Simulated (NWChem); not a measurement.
**Extrapolating the MP2 correlation energy of silylphosphine (H5PSi)**

```
Si
H 1 1.5044
H 1 1.5045 2 108.72
H 1 1.5059 2 108.83 3 118.40
P 1 2.2839 2 108.04 3 -116.98
H 5 1.4422 1 93.10 2 -75.09
H 5 1.4422 6 92.73 1 93.22
```
Charge 0, spin multiplicity 1.

Program: NWChem. All single points use one geometry, from PBE/def2-SVP, a minimum by its harmonic frequencies.

The correlated methods keep 10 core orbitals frozen.

Worked example. The MP2 correlation energy is -233.66 mHa in cc-pVDZ and -292.91 mHa in cc-pVTZ. The form E(X) = E∞ + A/X³ turns the pair into an estimate of the basis-set limit.

E∞ = (3³·(-292.91) − 2³·(-233.66))/(3³ − 2³) = -317.9 mHa. The larger basis holds 92 % of that, at about 5 times the processor time of the smaller one. This is a two-point estimate, and a rough one from so small a pair.
